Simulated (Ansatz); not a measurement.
Compare A (`[F][GeH]1[CH2][SiH2][S]1`) with its isomer B (`F[Si@H]1S[C@@H]1[GeH3]`).

Program: Ansatz. Geometries: PBE0-D4/def2-TZVP. ΔE: electronic, gas phase. CCSD(T)/CBS is the MP2 limit (def2-TZVPP, def2-QZVPP) plus CCSD(T) − MP2 in def2-TZVPP, frozen cores. Functionals use def2-TZVPP. B3LYP here is the variant with VWN-RPA as its local correlation; programs differ in this. For Ge outer-core shells are correlated without core-valence functions, which leaves a few kJ/mol of doubt a bond. Scalar relativity is left out up to krypton.

A:

Z-matrix (Å, degrees):
```
Ge
C 1 1.952
Si 1 2.766 2 42.9
F 1 1.740 2 110.2 3 -111.9
S 1 2.221 2 92.8 3 1.2
H 1 1.534 2 122.7 3 123.9
H 2 1.091 1 111.3 3 117.5
H 2 1.090 1 113.7 3 -118.4
H 3 1.485 1 125.1 2 -89.8
H 3 1.485 1 125.9 2 88.3
```

B:

```xyz
10

F     1.073   -2.414   -1.617
Si    0.240   -1.640   -0.508
S     1.116   -1.151    1.293
C     0.678    0.079   -0.094
Ge   -0.627    1.434    0.416
H    -1.149   -2.119   -0.577
H     1.580    0.472   -0.558
H    -1.924    0.724    0.834
H    -0.088    2.257    1.596
H    -0.898    2.358   -0.785
```

(1) Which isomer does CCSD(T)/CBS put lower? Give the gap. (Estimate.)

(2) Give E(B) − E(A) in kJ/mol with B3LYP-D4, CCSD(T)/def2-TZVPP, ωB97M-V, PBE0-D4, MP2/def2-TZVPP, B2PLYP, B3LYP. (Estimate.)

Largest T1 diagnostic: 0.012.

Results:

(1) The calculation gave: A, by 101.1 kJ/mol.

(2) Computed: B3LYP-D4 101.5, CCSD(T)/def2-TZVPP 102.8, ωB97M-V 105.0, PBE0-D4 109.0, MP2/def2-TZVPP 104.1, B2PLYP 101.9, B3LYP 99.8. None reverses the order clearly.

In def2-TZVPP, CCSD(T) changes the Hartree–Fock value by −9.1 kJ/mol (the triples alone add −0.9 kJ/mol) and MP2 by −7.9 kJ/mol. From PBE to PBE0 (25 % exact exchange), in def2-TZVPP and without D4, E(B) − E(A) moves by +5.6 kJ/mol.
